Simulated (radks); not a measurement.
Isoelectronic series with 19 electrons, each ion in its NIST ground configuration. Method: non-relativistic Kohn-Sham, LDA (Slater exchange, Perdew-Wang correlation), spin-unpolarised, spherical densities, point nucleus; computed with a radial shooting solver on a logarithmic mesh with Libxc functionals. Total energies (hartree) and mean radii <r> (bohr) (* marks an orbital that is empty in some or all of the ions):

ion    configuration  E (hartree)     4s*      3p      3s
K           [Ar] 4s1   -598.19387   4.922   1.439   1.277
Cr5+        [Ar] 3d1  -1035.68069   2.060  0.8970  0.8692
Cu10+       [Ar] 3d1  -1598.97623   1.394  0.6527  0.6541
Se15+       [Ar] 3d1  -2287.48407   1.067  0.5149  0.5250
Ru25+       [Ar] 3d1  -4039.75775  0.7319  0.3632  0.3770
In30+       [Ar] 3d1  -5103.45640  0.6336  0.3168  0.3306
Xe35+       [Ar] 3d1  -6292.17687  0.5589  0.2809  0.2943
Pr40+       [Ar] 3d1   -7605.9121  0.5001  0.2524  0.2653
